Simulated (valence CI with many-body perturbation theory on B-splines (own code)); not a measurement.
## Cl¹²⁺: calculated level list

Method: relativistic CI+MBPT: three valence electrons over a frozen Dirac-Fock core [He], radial functions for each j: 9 s, 9 p, 8 d, 6 f, 3 g, 1 h, with the one-electron correlation potential Σ1, the two-electron term Σ2, the three-electron term Σ3, Breit, model QED; selected CI, second order for the rest, scaled by the run's own slope (own B-spline code, finite nucleus).

No measured spectrum was set against this ion. As an estimate, levels of excited configurations hold to 0.05 to 0.15 % of their energy, terms of the ground configuration to about 0.5 %.

Levels 1 to 45 of 53, with energies above the lowest level, 2s2 2p 2P°_1/2. "Leading %" is the weight of the configuration and term that name the level; weights of strongly mixed levels are sums over their largest components and can fall short, so below about 35 % the name and the second component can differ from the true leading terms, or belong to a minority configuration. In the jj column 3d3/2^4 stands for four electrons in 3d with j = 3/2.

| No. | Configuration | Term | J | E (Ry) | Leading % | g | Leading jj |
| --- | --- | --- | --- | --- | --- | --- | --- |
| 1 | 2s2 2p | 2P° | 1/2 | 0.000 | 97 | 0.664 | 2s^2 2p1/2 (97 %) |
| 2 | 2s2 2p | 2P° | 3/2 | 0.159 | 97 | 1.333 | 2s^2 2p3/2 (97 %) |
| 3 | 2s 2p2 | 4P | 1/2 | 1.924 | 100 | 2.666 | 2s 2p1/2^2 (49 %) |
| 4 | 2s 2p2 | 4P | 3/2 | 1.983 | 100 | 1.733 | 2s 2p1/2 2p3/2 (90 %) |
| 5 | 2s 2p2 | 4P | 5/2 | 2.064 | 100 | 1.598 | 2s 2p3/2^2 (61 %) |
| 6 | 2s 2p2 | 2D | 3/2 | 3.444 | 99 | 0.800 | 2s 2p1/2 2p3/2 (71 %) |
| 7 | 2s 2p2 | 2D | 5/2 | 3.449 | 100 | 1.200 | 2s 2p1/2 2p3/2 (61 %) |
| 8 | 2s 2p2 | 2S | 1/2 | 4.346 | 86 | 1.817 | 2s 2p1/2^2 (46 %) |
| 9 | 2s 2p2 | 2P | 1/2 | 4.596 | 86 | 0.850 | 2s 2p1/2 2p3/2 (56 %) |
| 10 | 2s 2p2 | 2P | 3/2 | 4.670 | 99 | 1.331 | 2s 2p3/2^2 (61 %) |
| 11 | 2p3 | 4S° | 3/2 | 6.042 | 100 | 1.998 | 2p1/2 2p3/2^2 (54 %) |
| 12 | 2p3 | 2D° | 3/2 | 6.832 | 98 | 0.809 | 2p1/2 2p3/2^2 (45 %) |
| 13 | 2p3 | 2D° | 5/2 | 6.841 | 100 | 1.199 | 2p1/2 2p3/2^2 (100 %) |
| 14 | 2p3 | 2P° | 1/2 | 7.660 | 97 | 0.664 | 2p1/2 2p3/2^2 (97 %) |
| 15 | 2p3 | 2P° | 3/2 | 7.686 | 95 | 1.325 | 2p3/2^3 (62 %) |
| 16 | 2s2 3s | 2S | 1/2 | 27.076 | 93 | 2.002 | 2s^2 3s (93 %) |
| 17 | 2s2 3p | 2P° | 1/2 | 28.030 | 90 | 0.665 | 2s^2 3p1/2 (90 %) |
| 18 | 2s2 3p | 2P° | 3/2 | 28.074 | 90 | 1.334 | 2s^2 3p3/2 (90 %) |
| 19 | 2s2 3d | 2D | 3/2 | 28.962 | 94 | 0.799 | 2s^2 3d3/2 (94 %) |
| 20 | 2s2 3d | 2D | 5/2 | 28.974 | 94 | 1.200 | 2s^2 3d5/2 (94 %) |
| 21 | 2s 2p 3s | 4P° | 1/2 | 29.049 | 98 | 2.662 | 2s 2p1/2 3s (90 %) |
| 22 | 2s 2p 3s | 4P° | 3/2 | 29.099 | 98 | 1.730 | 2s 2p1/2 3s (62 %) |
| 23 | 2s 2p 3s | 4P° | 5/2 | 29.198 | 98 | 1.600 | 2s 2p3/2 3s (98 %) |
| 24 | 2s 2p 3s | 2P° | 1/2 | 29.518 | 95 | 0.670 | 2s 2p1/2 3s (74 %) |
| 25 | 2s 2p 3s | 2P° | 3/2 | 29.626 | 94 | 1.335 | 2s 2p3/2 3s (87 %) |
| 26 | 2s 2p 3p | 4D | 1/2 | 29.899 | 64 | 0.236 | 2s 2p1/2 3p1/2 (91 %) |
| 27 | 2s 2p 3p | 4D | 3/2 | 29.944 | 69 | 1.243 | 2s 2p1/2 3p1/2 (61 %) |
| 28 | 2s 2p 3p | 2P | 1/2 | 29.995 | 61 | 0.442 | 2s 2p1/2 3p3/2 (44 %) |
| 29 | 2s 2p 3p | 2P | 3/2 | 30.014 | 61 | 1.321 | 2s 2p1/2 3p3/2 (42 %) |
| 30 | 2s 2p 3p | 4D | 5/2 | 30.022 | 98 | 1.373 | 2s 2p1/2 3p3/2 (47 %) |
| 31 | 2s 2p 3p | 4D | 7/2 | 30.110 | 99 | 1.428 | 2s 2p3/2 3p3/2 (99 %) |
| 32 | 2s 2p 3p | 4S | 3/2 | 30.201 | 86 | 1.939 | 2s 2p3/2 3p3/2 (51 %) |
| 33 | 2s 2p 3p | 4P | 1/2 | 30.292 | 98 | 2.656 | 2s 2p1/2 3p1/2 (52 %) |
| 34 | 2s 2p 3p | 4P | 3/2 | 30.347 | 89 | 1.740 | 2s 2p3/2 3p1/2 (69 %) |
| 35 | 2s 2p 3p | 4P | 5/2 | 30.385 | 94 | 1.581 | 2s 2p3/2 3p3/2 (48 %) |
| 36 | 2s 2p 3p | 2D | 3/2 | 30.422 | 95 | 0.821 | 2s 2p1/2 3p3/2 (55 %) |
| 37 | 2s 2p 3p | 2D | 5/2 | 30.524 | 94 | 1.216 | 2s 2p3/2 3p3/2 (64 %) |
| 38 | 2s 2p 3d | 4F° | 3/2 | 30.709 | 97 | 0.413 | 2s 2p1/2 3d3/2 (84 %) |
| 39 | 2s 2p 3d | 4F° | 5/2 | 30.739 | 96 | 1.037 | 2s 2p1/2 3d3/2 (40 %) |
| 40 | 2s 2p 3p | 2S | 1/2 | 30.772 | 97 | 1.994 | 2s 2p3/2 3p3/2 (63 %) |
| 41 | 2s 2p 3d | 4F° | 7/2 | 30.786 | 96 | 1.244 | 2s 2p1/2 3d5/2 (46 %) |
| 42 | 2s 2p 3d | 4F° | 9/2 | 30.856 | 100 | 1.333 | 2s 2p3/2 3d5/2 (100 %) |
| 43 | 2s 2p 3d | 4D° | 5/2 | 30.970 | 49 | 1.394 | 2s 2p1/2 3d5/2 (74 %) |
| 44 | 2s 2p 3d | 4D° | 1/2 | 30.971 | 93 | 0.085 | 2s 2p1/2 3d3/2 (58 %) |
| 45 | 2s 2p 3d | 4D° | 3/2 | 30.971 | 78 | 1.221 | 2s 2p1/2 3d5/2 (38 %) |

Names give the largest LS component (configuration and term), which can be under half, so a name can repeat, a term be missing and a line seem to break the LS rules; names also repeat where a configuration has a term twice.

The ionisation energy to 2s2 1S_0 of the next ion comes out as 656.27 eV (NIST: 656.3 ± 0.12 eV (semi-empirical)). All 53 levels together are meant to be complete up to 31.315 Ry.
